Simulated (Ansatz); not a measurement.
System: sum formula HSO3 (charge -1, singlet). It need not be the lowest isomer of its formula. 
Structure (B3LYP-D3(BJ)/def2-TZVP (Ansatz, a quantum-chemistry and plane-wave program) minimum search):
```xyz
5

O     -0.7052     1.0597     0.6927
S     -0.2151     0.1254    -0.3476
O     -0.5788    -1.2873    -0.0359
O      1.5191     0.0572    -0.0402
H      1.5606    -0.6433     0.6292
```
Charge -1, spin multiplicity 1.

Basis-set convergence of Hartree-Fock and MP2 correlation energies (hartree) with Ansatz. Valence correlation only, unless marked. Spin-orbit coupling is left out. No relativistic terms.

```
basis            functions       E(HF)  E(corr, MP2)
---------------  ---------  ----------  ------------
aug-cc-pV(D+d)Z        110  -622.73919      -0.77861
aug-cc-pV(T+d)Z        216         ___           ___
```

Question: Fill in the missing entries.

Answer: 
- aug-cc-pV(T+d)Z, E(HF): -622.82695
- aug-cc-pV(T+d)Z, E(corr, MP2): -0.94954
